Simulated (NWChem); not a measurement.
## Basis-set dependence for AlCl

```
Al
Cl 1 2.1469
```
Charge 0, spin multiplicity 1.

The numbers come from NWChem runs, not from measurements. All single points use one geometry, from PBE0/def2-SVP, a minimum by its harmonic frequencies.

Hartree-Fock energies in Ha, correlation energies in mHa.

The correlated methods keep 10 core orbitals frozen. The structure started from a generated list of species. No row is a measurement; the coupled-cluster row has its own basis-set and correlation limits.

```tsv
basis	functions	RHF	MP2	SCS-MP2	CCSD	CCSD+T(CCSD)	CCSD(T)	CR-CCSD[T]	CR-CCSD(T)	CCSDT	RI-MP2
3-21G	26	-697.95492	-71.0	-72.8	-88.2	-90.0	-89.7	-89.8	-89.5	-89.9	not run
cc-pVDZ	36	-701.48533	-178.2	-176.0	-202.2	-206.9	-206.7	-206.0	-205.9	-207.2	-178.2
cc-pVTZ	68	-701.51068	-240.8	-240.5	-266.8	-277.8	-277.6	-275.6	-275.5	not run	-240.8
cc-pVQZ	118	-701.51634	-264.4	-266.5	-288.5	-301.7	-301.6	-299.1	-299.0	not run	-264.4
```

From cc-pVTZ to cc-pVQZ the Hartree-Fock energy moves by -5.7 mHa and the MP2 correlation energy by -23.6 mHa, which is 9 % of its value in the larger set.
